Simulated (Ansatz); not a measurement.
`O[SiH2]OC[SiH3]` + `C=C[Se]CO` → `C=C[Se][SiH2]O` + `OCOC[SiH3]`  (redistribution)

Gas-phase electronic energies from Ansatz, PBE0-D4/def2-TZVP geometries. CBS: MP2 limit from def2 TZ/QZ plus the TZ coupled-cluster correction, frozen cores. DFT in def2-TZVPP. B3LYP here is the variant with VWN-RPA as its local correlation; programs differ in this. For Se outer-core shells are correlated without core-valence functions, which leaves a few kJ/mol of doubt a bond. Scalar relativity is left out up to krypton. Each species was taken in one conformer, which may not be the lowest.

`O[SiH2]OC[SiH3]`:

Cartesian coordinates in Å:
```
O -0.150 -2.661 1.704
Si 0.247 -1.116 1.351
O -0.326 -0.731 -0.137
C 0.273 0.185 -1.040
Si -0.593 1.867 -0.970
H 0.122 -3.345 1.089
H 1.722 -0.895 1.314
H -0.386 -0.313 2.420
H 1.346 0.306 -0.834
H 0.196 -0.233 -2.050
H 0.050 2.794 -1.941
H -2.031 1.715 -1.307
H -0.468 2.427 0.401
```

`C=C[Se]CO`:

Cartesian coordinates in Å:
```
C 0.583 0.420 -2.148
C 0.284 0.650 -0.877
Se 1.303 0.015 0.587
C -0.228 -0.298 1.774
O -0.912 -1.486 1.548
H 1.412 -0.214 -2.439
H 0.005 0.881 -2.943
H -0.553 1.289 -0.604
H 0.183 -0.341 2.782
H -0.867 0.587 1.685
H -1.210 -1.503 0.634
```

`C=C[Se][SiH2]O`:

```xyz
11

C    -1.553    0.223    0.839
C    -0.834   -0.795    1.289
Se    0.987   -1.198    0.889
Si    1.156   -0.172   -1.129
O     1.074    1.471   -1.067
H    -1.154    0.985    0.180
H    -2.592    0.318    1.135
H    -1.261   -1.527    1.966
H     0.034   -0.572   -2.003
H     2.471   -0.646   -1.634
H     1.674    1.915   -0.465
```

`OCOC[SiH3]`:

```xyz
13

O     2.232   -0.850    0.136
C     1.529    0.275   -0.299
O     0.575    0.714    0.617
C    -0.521   -0.184    0.775
Si   -1.894    0.133   -0.492
H     2.721   -0.608    0.928
H     2.190    1.134   -0.457
H     1.069   -0.020   -1.249
H    -0.923   -0.017    1.779
H    -0.175   -1.224    0.747
H    -2.985   -0.859   -0.290
H    -1.380    0.003   -1.882
H    -2.437    1.504   -0.314
```

| level | ΔE (kJ/mol) | difference from CCSD(T)/CBS |
| --- | --- | --- |
| PBE-D4 | 30.8 | -10.2 |
| r2SCAN-D4 | 37.4 | -3.6 |
| PBE0-D4 | 31.2 | -9.8 |
| B3LYP-D4 | 41.8 | 0.8 |
| ωB97X-V | 35.7 | -5.3 |
| ωB97M-V | 38.2 | -2.8 |
| B2PLYP | 44.9 | 3.9 |
| PBE | 32.9 | -8.1 |
| r2SCAN | 37.9 | -3.1 |
| PBE0 | 33.1 | -7.9 |
| B3LYP | 45.3 | 4.3 |
| HF/def2-TZVPP | 46.4 | 5.4 |
| MP2/def2-TZVPP | 44.3 | 3.3 |
| SCS-MP2/def2-TZVPP | 46.5 | 5.5 |
| CCSD/def2-TZVPP | 42.5 | 1.5 |
| CCSD(T)/def2-TZVPP | 40.7 | -0.3 |
| HF/def2-QZVPP | 49.0 | 8.0 |
| MP2/def2-QZVPP | 45.4 | 4.4 |
| SCS-MP2/def2-QZVPP | 47.7 | 6.7 |
| HF/CBS(def2) | 49.3 | 8.3 |
| MP2/CBS(def2) | 44.6 | 3.6 |
| CCSD/CBS(def2) | 42.8 | 1.8 |
| CCSD(T)/CBS | 41.0 | 0 |

Largest T1 diagnostic among the species: 0.012.

The D4 term adds −3.5 kJ/mol with B3LYP and −1.9 kJ/mol with PBE0; it sums over pairs of atoms, weighted by their polarisabilities, and B3LYP, whose exchange is more repulsive, gets the larger term.
